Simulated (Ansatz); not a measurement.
Two isomers of C2H7NSi: A = `C=N[SiH2]C`, B = `C=CN[SiH3]`.

Isolated molecules relaxed with PBE0-D4/def2-TZVP in Ansatz; ΔE leaves out vibrations. CCSD(T)/CBS adds triple-zeta CCSD(T) − MP2 to the extrapolated MP2 energy (def2 sets, frozen cores). This one scheme is used for every species. DFT in def2-TZVPP. B3LYP here is the variant with VWN-RPA as its local correlation; programs differ in this. Each species was taken in one conformer, which may not be the lowest.

A:

```xyz
11

C    -1.027    1.906    0.429
N    -0.858    0.922   -0.334
Si   -0.319   -0.650    0.204
C     1.238   -1.096   -0.713
H    -1.361    2.871    0.027
H    -0.861    1.881    1.519
H    -0.081   -0.656    1.683
H    -1.409   -1.611   -0.108
H     1.065   -1.075   -1.791
H     1.573   -2.099   -0.436
H     2.041   -0.393   -0.480
```

B:

```xyz
11

C     1.480   -1.573    0.138
C     0.340   -0.886    0.132
N     0.205    0.488    0.064
Si   -1.280    1.342   -0.170
H     2.447   -1.085    0.070
H     1.465   -2.651    0.220
H    -0.607   -1.416    0.201
H     1.077    0.992    0.012
H    -1.029    2.752    0.217
H    -1.775    1.313   -1.575
H    -2.321    0.724    0.691
```

Problem. Which isomer does CCSD(T)/CBS put lower? Give the gap. (Estimate.)

Solution. Computed: A, by 4.5 kcal/mol.

Problem. Give E(B) − E(A) in kcal/mol with B3LYP-D4, ωB97M-V, BLYP-D4, LDA (SPW92), CCSD(T)/def2-TZVPP, B3LYP, CCSD/def2-TZVPP. (Estimate.)

Solution. Computed: B3LYP-D4 3.7, ωB97M-V 4.7, BLYP-D4 4.1, LDA (SPW92) -0.3, CCSD(T)/def2-TZVPP 5.1, B3LYP 3.7, CCSD/def2-TZVPP 4.9. The order is the other way round with LDA (SPW92).

Problem. Does the order hold for the free energy at 298.15 K (harmonic terms from PBE0-D4)? (An estimate is asked.)

Solution. Computed: Yes: G(B) − G(A) = +4.3 kcal/mol, for one conformer each.

Largest T1 diagnostic: 0.012.

Leaving LDA and LC-ωPBE aside and taking each functional with its dispersion term where it has one, the values, not all of them listed here, spread over 1.9 kcal/mol, from CAM-B3LYP-D4 to B97M-V. LDA lies −3.8 kcal/mol from PBE without D4. At CCSD(T), def2-SVP lies −1.1 kcal/mol from the extrapolated value and def2-TZVPP +0.5 kcal/mol.
